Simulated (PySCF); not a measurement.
Input of a run on difluorochloroborane, `FB(F)Cl`: the job's settings, then the atoms in Å.
```
{"job": {"kind": "nmr", "xc": "wB97X-D", "basis": "pcSseg-2", "pop": false, "solvent": "chloroform"}, "charge": 0, "multiplicity": 1}
F     -0.720967     1.142555     0.094891
B     -0.066165     0.007768     0.059318
F     -0.396465    -0.943899     0.897297
Cl     1.223457    -0.231449    -1.083810
```

Method: GIAO wB97X-D/pcSseg-2 NMR shielding, non-relativistic, IEF-PCM chloroform (PySCF, density fitting); geometry PBE0-D3(BJ)/def2-TZVP, gas phase, not relaxed in the solvent; ε = 4.711, cavity from Bondi-type radii × 1.2.

**Question.** Give the output.

**Answer.** 
```
coarse grid: 4888 points
cycle   1  E = -684.8641466617  dE =  5.003e-01  |g| = 7.011e-01  |ddm| = 1.364e+00
cycle   2  E = -684.8658004649  dE = -1.654e-03  |g| = 7.888e-01  |ddm| = 5.878e-01
cycle   3  E = -684.9504952377  dE = -8.469e-02  |g| = 4.247e-02  |ddm| = 2.615e-01
cycle   4  E = -684.9508467568  dE = -3.515e-04  |g| = 1.963e-02  |ddm| = 3.754e-02
cycle   5  E = -684.9509251166  dE = -7.836e-05  |g| = 3.156e-03  |ddm| = 1.463e-02
cycle   6  E = -684.9509271868  dE = -2.070e-06  |g| = 4.352e-04  |ddm| = 2.816e-03
final grid: 46168 points
cycle   7  E = -684.9569795798  dE = -1.336e-04  |g| = 7.613e-03  |ddm| = 3.067e-02
cycle   8  E = -684.9569799111  dE = -3.313e-07  |g| = 7.774e-03  |ddm| = 5.244e-03
cycle   9  E = -684.9569873447  dE = -7.434e-06  |g| = 4.631e-04  |ddm| = 2.386e-03
cycle  10  E = -684.9569873832  dE = -3.847e-08  |g| = 2.154e-04  |ddm| = 4.906e-04
cycle  11  E = -684.9569873903  dE = -7.078e-09  |g| = 3.217e-05  |ddm| = 1.488e-04
cycle  12  E = -684.9569873906  dE = -3.394e-10  |g| = 9.663e-06  |ddm| = 4.598e-05
converged SCF energy = -684.9569873906

GIAO shielding tensors (ppm)
atom      isotropic    diamagn.    paramagn.     s11        s22        s33       span
  0 F      257.871     466.535    -208.664    109.509    314.536    349.568    240.059
  1 B       78.756     193.833    -115.077     70.768     73.148     92.352     21.583
  2 F      257.826     466.524    -208.698    109.465    314.408    349.604    240.139
  3 Cl     876.961    1147.963    -271.002    711.237    894.580   1025.065    313.828
```

The cycles run first on a coarse grid and then on the final one, and are numbered through; the first dE on the final grid is taken against the last density's energy on that grid. The program numbers atoms from 0. Energies include the polarisation term of the continuum.

**Question.** The same input without solvent ends at -684.955737 Eh. What does the continuum change?

**Answer.** The energy falls by 0.001250 Eh, 0.78 kcal/mol; the polarisation term alone is -0.81 kcal/mol. HOMO -11.85 → -11.78 eV, LUMO 1.71 → 1.84 eV, dipole 0.18 → 0.19 D. The SCF took 12 cycles in the solvent and 12 in the gas phase.

On one thread of an Arm Neoverse N1, shared host, this took 12 s and 0.66 GiB of memory at its peak. This is the whole shielding run at wB97X-D/pcSseg-2 in chloroform, SCF included.

The pairwise dispersion term of wB97X-D wasn't added to the energies; at a given geometry it leaves orbitals and properties as they are.
